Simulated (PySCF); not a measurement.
# [Sm(BH4)2]+ at several levels of theory

Computed with PySCF 2.14.0 (density fitting, no spin-orbit coupling) at the geometry relaxed with PBE0:

```xyz
11
[Sm(BH4)2]+ (singlet in the valence; each metal's 4f electrons, 5 of them, lie in its core potential, out of spins and levels)
Sm    0.0000    0.0000   -0.4206
B     2.0202   -0.0003    0.9082
H     2.9659    0.0206    1.6428
H     1.1092   -0.8046    1.2814
H     2.2549   -0.3029   -0.2914
H     1.4015    1.1102    0.8432
B    -2.0202    0.0003    0.9083
H    -2.9660   -0.0207    1.6427
H    -1.1093    0.8047    1.2815
H    -2.2549    0.3028   -0.2914
H    -1.4014   -1.1102    0.8433
```

```json
{"level": "PBE0", "basis": "Sm lcecp-1-SVP with ECP51, B def2-SVP, H def2-SVP", "state": "singlet", "HOMO (eV)": "-13.90", "gap (eV)": "6.28", "charge on Sm1 (e)": "1.09", "population of f-type functions on Sm1 (polarisation alone where 4f lies in the core)": "0.06", "dipole about the centre of mass (D)": "4.54", "largest force component (eV/Å)": "0.02"}
{"level": "PBE0", "basis": "Sm lcecp-1-TZVP with ECP51, B def2-TZVP, H def2-TZVP", "state": "singlet", "HOMO (eV)": "-13.91", "gap (eV)": "6.33", "charge on Sm1 (e)": "1.39", "population of f-type functions on Sm1 (polarisation alone where 4f lies in the core)": "0.06", "dipole about the centre of mass (D)": "4.51", "largest force component (eV/Å)": "0.25"}
```

In the lcecp rows the 4f levels are missing from HOMO and gap, and the state counts the valence alone.

Charges are Mulliken's, which hang on the basis. The relaxation used the grid (50, 194), these runs (75, 302) or, all-electron (x2c bases, spin-free X2C Hamiltonian), (99, 590).

Q: A further run in the first row's basis gives HOMO (eV) -12.38, gap (eV) 3.94, charge on Sm1 (e) 0.83, population of f-type functions on Sm1 (polarisation alone where 4f lies in the core) 0.05, dipole about the centre of mass (D) 4.23, largest force component (eV/Å) 0.63. Which level was it?
A. wB97X
B. BLYP

A: B. The others give HOMO -16.35 eV (wB97X).

In the first row's basis the gap widens with exact exchange: 3.9 eV for BLYP (none); 6.3 eV for PBE0 (a fixed share); 10.8 eV for wB97X (rising or full at long range).

An lcecp potential fixes the number of 4f electrons, so in runs with it no electron can move into or out of that shell.
